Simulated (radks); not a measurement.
Results of a calculation; reference values are marked as such.
Question: Valence configurations of Nb I (all share [Kr]). Level of theory: Dirac Kohn-Sham, PBEsol, spin-unpolarised, spherical densities, point nucleus; open shells fill j = l - 1/2 first (a radial shooting solver on a logarithmic mesh with Libxc functionals). Order these by energy: 4d3 5s1 5p1; 4d4 5s0.5 5p0.5; 4d4 5s1; 4d3 5s2; 4d5; 4d4.5 5s0.5; 4d4 5p1; 4d3.5 5s1 5p0.5; 4d3.5 5s1.5; 4d2 5s1 5p2.

Answer: From the lowest, in eV above it: 4d3 5s2 0.000; 4d3.5 5s1.5 0.126; 4d4 5s1 0.479; 4d4.5 5s0.5 1.096; 4d3.5 5s1 5p0.5 1.647; 4d5 1.861; 4d4 5s0.5 5p0.5 1.920; 4d3 5s1 5p1 3.248; 4d4 5p1 3.390; 4d2 5s1 5p2 7.929. NIST lists [Kr] 4d4 5s1 as the ground configuration; this level of theory puts 4d3 5s2 lower, by 0.479 eV. The energies are those of spherical spin-averaged densities, not of single terms.
